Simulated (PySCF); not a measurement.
A GIAO shielding run with PySCF 2.14 (density fitting, non-relativistic, gas phase) on `CC(C)(C)C1=C[O][AlH2-][O+]=C1`, C7H13AlO2:

```
$ OMP_NUM_THREADS=1 python probes_run.py task.json out

{"job": {"kind": "nmr", "xc": "KT2", "basis": "pcSseg-1", "pop": false}, "charge": 0, "multiplicity": 1}
C     -1.713998    -0.807078    -0.970529
C     -1.064175    -0.029975     0.184309
C     -1.341548    -0.749214     1.512710
C     -1.712198     1.355049     0.247544
C      0.449361     0.060847    -0.043372
C      1.128462     1.281118    -0.157314
O      2.374279     1.440946    -0.344061
Al     3.692767     0.141828    -0.503813
O      2.443905    -1.231919    -0.321765
C      1.195666    -1.125631    -0.140142
H     -2.801888    -0.887377    -0.818196
H     -1.318416    -1.830815    -1.054491
H     -1.539057    -0.300579    -1.932045
H     -0.945873    -1.776501     1.516387
H     -2.425345    -0.814121     1.698545
H     -0.880648    -0.210235     2.354517
H     -1.325008     1.955760     1.085255
H     -1.566650     1.922676    -0.684684
H     -2.796462     1.244523     0.397595
H      0.551028     2.215307    -0.083341
H      4.265309     0.141209    -1.985781
H      4.628789     0.167967     0.780051
H      0.657438    -2.085530    -0.051930
```

Hardware: 1 thread of an Arm Neoverse V1, shared host. The job also computes ring-centre shieldings.

Question: How large is the calculation?

Answer: 84 electrons, 242 basis functions and 1274 auxiliary functions.

Question: How long does it take, and how much memory does it need?

Answer: 84 s of wall time, with 18 SCF cycles; peak memory 1 GiB. Times on a shared host scatter by some tens of per cent.

Question: And these other runs on the same molecule and hardware: GIAO shielding at PBE0/pcSseg-1?

Answer: PBE0/pcSseg-1: 242 functions, 63 s.
